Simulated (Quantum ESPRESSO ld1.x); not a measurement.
Question: The mean radii <r> (bohr) of the occupied orbitals of an atom or ion are listed with their occupations. Calculated with ld1.x of Quantum ESPRESSO 7.5: scalar-relativistic Kohn-Sham, LDA (Slater exchange, Perdew-Wang correlation), spin-polarised, spherical densities, point nucleus.

| orbital | occ. | <r> |
|---|---|---|
| 1s | 2 | 0.5847 |

Name the element and its charge. Open shells, if any, are filled with parallel spins first.

Answer: Z = 3, lithium, charge +1: Li+ in [He]. The 1s radius gives Z: for a bare nucleus <r> = (2 gamma + 1)/(2Z) with gamma = sqrt(1 - (Z/c)^2), 0.4999 bohr for Z = 3, and screening makes it slightly larger (0.5847 here). The occupations add up to 2, and the charge is Z minus that.
